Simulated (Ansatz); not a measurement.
Ansatz (an electronic-structure program) input (CCSD(T)/def2-SVPD):

Ansatz 0.2 input:
```yaml
crystal:
  periodic: [false, false, false]
  atoms:
    - {symbol: Al, position_ang: [0.00000000, 0.00000000, 0.00000000]}
    - {symbol: Br, position_ang: [0.00000000, 0.00000000, 2.15640074]}
    - {symbol: Br, position_ang: [-0.00000000, -0.00000000, -2.15640074]}
basis:
  gaussian:
    orbitals: def2-SVPD
total_charge: 1
magnetization: {spin_polarized: false}
correlation: {method: ccsd_t, electrons: outside_noble_gas}
output: {forces: true}
```

End of the output:

```
cycle   2  -8.38049774 eV  change   -1.6e-1 eV  update   2.1e-2
cycle   3  -8.42069050 eV  change   -4.0e-2 eV  update   1.2e-2
cycle   4  -8.41721340 eV  change    3.5e-3 eV  update   2.7e-3
cycle   5  -8.41600249 eV  change    1.2e-3 eV  update   7.0e-4
cycle   6  -8.41593636 eV  change    6.6e-5 eV  update   1.9e-4
cycle   7  -8.41595030 eV  change   -1.4e-5 eV  update   4.7e-5
cycle   8  -8.41595718 eV  change   -6.9e-6 eV  update   1.5e-5
cycle   9  -8.41595450 eV  change    2.7e-6 eV  update   5.0e-6
perturbative correction -0.28225960 eV, -0.0103728490 hartree
the calculation of the forces begins
Total energy: -146566.44264038 eV, -5386.2174207311 hartree
Atom 0 at     0.000000     0.000000     0.000000 Å, force    -0.000000    -0.000000     0.000001 eV/Å
Atom 1 at     0.000000     0.000000     2.156401 Å, force     0.000000     0.000000     0.238941 eV/Å
Atom 2 at    -0.000000    -0.000000    -2.156401 Å, force    -0.000000    -0.000000    -0.238942 eV/Å
Dipole moment:    -0.000000     0.000000    -0.000000 e Å
```

It need not be the lowest isomer of its formula.
